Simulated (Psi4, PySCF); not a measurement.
Here is a job for Psi4.
```
memory 2 GB

molecule mol {
1 2
C    -1.869218   -2.309735   -0.200020
B    -0.897812   -1.073896   -0.096366
O     0.467079   -1.273831    0.041169
B     1.292491   -0.222100    0.130362
C     2.883510   -0.490121    0.288163
O     0.865779    1.051232    0.093712
B    -0.489696    1.303692   -0.042810
C    -0.994285    2.801190   -0.085920
O    -1.274474    0.219165   -0.128604
H    -1.353068   -3.262687   -0.157037
H    -2.421279   -2.257630   -1.137536
H    -2.590615   -2.270877    0.615206
H     3.220320   -1.013363   -0.603250
H     3.032596   -1.124201    1.158053
H     3.403743    0.454524    0.400727
H    -1.701883    2.960375    0.726519
H    -0.188881    3.521452    0.005805
H    -1.512960    2.973388   -1.027980
}

set {
  basis 6-31g*
  reference uks
  scf_type pk
  puream true
  d_convergence 1e-8
  dft_radial_points 99
  dft_spherical_points 590
}

energy('pbe')
print_variables()
```

**Question.** Write the same job for PySCF.

**Answer.** One answer among several that fit: 
```python
from pyscf import gto, scf, dft

mol = gto.Mole()
mol.atom = '''
    C    -1.86921833   -2.30973507   -0.20001952
    B    -0.89781226   -1.07389565   -0.09636603
    O     0.46707948   -1.27383094    0.04116915
    B     1.29249091   -0.22209950    0.13036239
    C     2.88350992   -0.49012124    0.28816344
    O     0.86577880    1.05123225    0.09371161
    B    -0.48969592    1.30369220   -0.04280953
    C    -0.99428482    2.80118990   -0.08592043
    O    -1.27447429    0.21916510   -0.12860370
    H    -1.35306759   -3.26268703   -0.15703666
    H    -2.42127881   -2.25763040   -1.13753568
    H    -2.59061526   -2.27087706    0.61520608
    H     3.22032040   -1.01336254   -0.60324959
    H     3.03259602   -1.12420064    1.15805345
    H     3.40374293    0.45452431    0.40072714
    H    -1.70188331    2.96037468    0.72651878
    H    -0.18888059    3.52145244    0.00580456
    H    -1.51295973    2.97338817   -1.02797967
'''
mol.basis = '6-31g*'
mol.charge = 1
mol.spin = 1
mol.verbose = 4
mol.build()

mf = dft.UKS(mol)
mf.xc = 'pbe'
mf.grids.atom_grid = (99, 590)
mf.grids.prune = None
mf.kernel()
```

Both were run: Psi4 gave -419.392536 Eh and PySCF -419.392537 Eh, 0.000 mEh apart.
